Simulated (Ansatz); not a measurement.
Born–Oppenheimer molecular dynamics of C₂H₂Te (5 atoms, charge 0, multiplicity 1). It starts at the highest image of a converged band, a first-order saddle point between two minima.

Level of theory: Ansatz, UKS PBE0-D4/def2-mTZVP.

| Item | Value |
| --- | --- |
| ensemble | NVE (velocity Verlet) |
| time step | 0.5 fs |
| steps asked | 200 |
| starting velocities drawn for | 300 K |
| seed | 5885 |

First frame:

```xyz
5
Properties=species:S:1:pos:R:3
C -0.657 -0.829 0.293
C 0.280 -0.102 0.011
Te 1.875 1.138 -0.471
H -1.486 -1.453 0.537
H 0.038 1.173 -0.412
```

What does the run give?

All steps were run.

* steps done: 200
* time covered: 100 fs
* mean temperature over the second half: 1867 K
* spread of the potential energy over the second half: 84.6 meV per atom
* mean potential energy of the second half above the start: -121.5 meV per atom

The conserved energy stayed within 0.24 meV per atom of its start (net change 0.23 meV per atom), so the integration is sound. The kinetic energy rose, since the run started high on the potential surface and went downhill. A run of 0.1 ps of so small a system gives no equilibrium averages. The orbitals were unrestricted but ended closed-shell.

What happens to the structure?

Between its relaxed ends the band would form C2–H5. These pairs go: C2–H5 1.36 → 3.49 Å. In the last frame they stand as before the step (other bonds may differ from the relaxed reactants and products). It ends as one piece, C2H2Te. Pairs count as bonded within 1.25 times the sum of covalent radii (0.12 Å more for H–H). The details hang on the random start.

How do temperature and energy run in time?


| time (fs) | T (K) | potential energy less start (eV) | conserved less start (meV/atom) |
| --- | --- | --- | --- |
| 0 | 300 | 0.000 | 0.00 |
| 3 | 137 | 0.064 | 0.13 |
| 6 | 153 | 0.057 | 0.09 |
| 9 | 218 | 0.032 | 0.02 |
| 12 | 45 | 0.100 | 0.16 |
| 15 | 153 | 0.057 | 0.05 |
| 18 | 239 | 0.024 | 0.09 |
| 21 | 390 | -0.034 | 0.18 |
| 24 | 1151 | -0.329 | 0.10 |
| 27 | 2266 | -0.762 | 0.02 |
| 30 | 3182 | -1.118 | -0.13 |
| 33 | 3257 | -1.147 | -0.11 |
| 36 | 2664 | -0.917 | 0.04 |
| 39 | 2132 | -0.711 | -0.07 |
| 42 | 1171 | -0.337 | 0.03 |
| 45 | 314 | -0.004 | 0.23 |
| 48 | 645 | -0.134 | 0.03 |
| 51 | 1344 | -0.405 | 0.09 |
| 54 | 2352 | -0.796 | -0.02 |
| 57 | 3214 | -1.131 | -0.11 |
| 60 | 3417 | -1.209 | -0.05 |
| 63 | 2960 | -1.032 | -0.19 |
| 66 | 1521 | -0.473 | 0.16 |
| 69 | 641 | -0.132 | 0.16 |
| 72 | 445 | -0.056 | 0.06 |
| 75 | 505 | -0.078 | 0.22 |
| 78 | 1400 | -0.426 | 0.07 |
| 81 | 2541 | -0.869 | -0.02 |
| 84 | 3302 | -1.165 | -0.08 |
| 87 | 3219 | -1.133 | -0.13 |
| 90 | 2271 | -0.764 | 0.07 |
| 93 | 1433 | -0.439 | 0.06 |
| 96 | 763 | -0.180 | 0.02 |
| 99 | 208 | 0.037 | 0.21 |

Run time: 7.5 min on 2 threads of Arm Neoverse V1, with other jobs on the host, peak memory 0.2 GiB.
